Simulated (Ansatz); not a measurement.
`C[SiH2][GeH2][OH]` and `C[SiH](O)[GeH2][OH]` differ in one atom or group.

Ansatz, PBE0-D4/def2-TZVP geometries, multiplicity 1. Each molecule was computed in one conformer, which needn't be the lowest.

Scalar relativity is left out up to krypton.

| property | `C[SiH2][GeH2][OH]` |
| --- | --- |
| HOMO energy (ωB97M-V/def2-TZVPP) / eV | -9.61 |
| LUMO energy (ωB97M-V/def2-TZVPP) / eV | 1.47 |
| LUMO energy (B3LYP/def2-TZVPP) / eV | -0.48 |
| HOMO–LUMO gap (B3LYP/def2-TZVPP) / eV | 6.82 |
| size of the dipole moment (PBE/def2-TZVPP) / D | 1.37 |
| HOMO–LUMO gap (ωB97M-V/def2-TZVPP) / eV | 11.07 |

(1) Give the same properties after the change, and the shifts. (Estimate.)

Results:

(1) Computed: 
```csv
property,`C[SiH](O)[GeH2][OH]`,shift
HOMO energy (ωB97M-V/def2-TZVPP) / eV,-9.47,0.14
LUMO energy (ωB97M-V/def2-TZVPP) / eV,1.24,-0.23
LUMO energy (B3LYP/def2-TZVPP) / eV,-0.70,-0.22
HOMO–LUMO gap (B3LYP/def2-TZVPP) / eV,6.47,-0.35
size of the dipole moment (PBE/def2-TZVPP) / D,2.51,1.14
HOMO–LUMO gap (ωB97M-V/def2-TZVPP) / eV,10.71,-0.36
```

With PBE0 the HOMO rises by 0.14 eV and the LUMO falls by 0.22 eV, so the gap narrows by about 0.36 eV. PBE moves the HOMO by 0.14 eV and ωB97M-V by 0.14 eV. Dipoles are sizes alone; their direction can turn.

B3LYP here is the variant with VWN-RPA as its local correlation; programs differ in this.
